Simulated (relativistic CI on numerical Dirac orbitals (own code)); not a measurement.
Pt LXXIII: sensitivity of the levels to the model

Base calculation: Dirac-Coulomb-Breit CI, KLI orbitals optimised for each configuration, QED by a radiative potential, unscaled Slater integrals.

Configurations in the expansion (outside the closed core 1s2): 2s²2p², 2s2p³, 2p⁴, 2p³3s, 2s²2p3s, 2p³3p, 2p³3d, 2s²2p3p, 2s²2p3d, 2s2p²3s, 2s2p²3p, 2s2p²3d, 2s²2p4s, 2s²2p4p, 2s²2p4d, 2s²2p4f, 2s²3s², 2s²3s3p, 2s2p²4s, 2s2p²4p, 2s²3s3d, 2s²2p5s, 2s²3p², 2s2p²4d, 2s²2p5p, 2s2p²4f, 2s²2p5d, 2s²2p5f, 2s²2p5g, 2s²3p3d, 2s2p3s², 2s²3d², 2s2p3s3p, 2s2p3s3d, 2s2p3p², 2s2p3p3d. Levels of other configurations are missing.

The lowest level and the first level of each name with at least 55 % of one term (blank where a level has no safe partner in the second run):

| Level | Base (eV) | Shift (eV) |
| --- | --- | --- |
| 2s²2p² ³P0 | 0.00 | 0.00 |
| 2s²2p² ³P1 | 1805.74 | -1.37 |
| 2s²2p² ¹D2 | 1824.14 | -1.34 |
| 2s²2p² ³P2 | 3658.06 | +3.56 |
| 2s²2p² ¹S0 | 3726.33 | +5.58 |
| 2s2p³ ³D°3 | 3957.92 | -2.95 |
| 2s2p³ ³P°0 | 4028.01 | -3.07 |
| 2s2p³ ¹D°2 | 4061.33 | -2.47 |
| 2s2p³ ³P°1 | 4066.10 | -2.88 |
| 2p⁴ ³P2 | 4411.54 | -8.74 |
| 2p⁴ ¹S0 | 4482.79 | -10.90 |
| 2p⁴ ³P1 | 6235.82 | -3.97 |
| 2p⁴ ¹D2 | 6254.50 | -3.69 |
| 2p⁴ ³P0 | 8119.79 | -5.07 |

At this charge energies of transitions that change n are usually good to better than 1 %, and those within a shell (Δn = 0) to a few per cent.

Task: One thing was changed in a second run, which moved the levels as shown. Which?
A. P86 correlation estimate
B. Breit term removed
C. only the first 3 configurations
D. configuration mixing switched off
E. QED terms removed

Result: D. Configuration mixing switched off. Without mixing, levels that were pushed by configurations of the same parity and J return to their single-configuration places.

LS names give the leading component of a level, which can be under half, so a name can repeat, a term be missing and a line seem to break the LS rules.
